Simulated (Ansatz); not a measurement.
Ansatz (a quantum-chemistry and plane-wave program) input:

Ansatz 0.2 input:
```yaml
crystal:
  periodic: [false, false, false]
  atoms:
    - {symbol: Ag, position_ang: [-0.00000000, -0.00000000, -0.31682699]}
    - {symbol: F, position_ang: [0.00000000, 0.00000000, 1.65454095]}
basis:
  gaussian:
    orbitals: def2-TZVP
hamiltonian:
  xc: b3lyp
  dispersion: d3bj
total_charge: 1
magnetization: {spin_polarized: true, initial_magnetization: 1}
phonons: {temperatures: {t_min: 298.15, t_max: 298.15, t_step: 100}}
```

**Question.** Which total energy does the run end on?

**Answer.** -246.52097 Eh (B3LYP-D3(BJ)/def2-TZVP). The basis has 71 functions.

The spin state was set by rule; other spins were not relaxed.
